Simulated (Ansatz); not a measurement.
Results of the Gaussian-basis code of Ansatz.

A structure relaxed at PBE0-D4/def2-TZVP, charge 0, multiplicity 1:

```xyz
12

N     1.773   -0.674   -1.727
Si    0.130   -0.617   -1.246
N    -0.173    0.457    0.068
C    -0.814    0.332    1.124
N    -0.929    1.229    2.127
F    -1.507   -0.787    1.466
H     2.221    0.153   -2.088
H     2.424   -1.228   -1.193
H    -0.252   -2.017   -0.922
H    -0.656   -0.096   -2.392
H    -1.629    1.093    2.832
H    -0.589    2.156    1.951
```

Q: Give its formula and SMILES.

A: CH6FN3Si, `N[SiH2]/N=C(/N)F`.

Q: Summarise the bond lengths by kind.

A: 2 × N–Si 1.713 to 1.723 Å; 4 × H–N 1.003 to 1.008 Å; 2 × H–Si 1.484 to 1.487 Å; 2 × C–N 1.242 to 1.351 Å; 1 × C–F 1.360 Å.
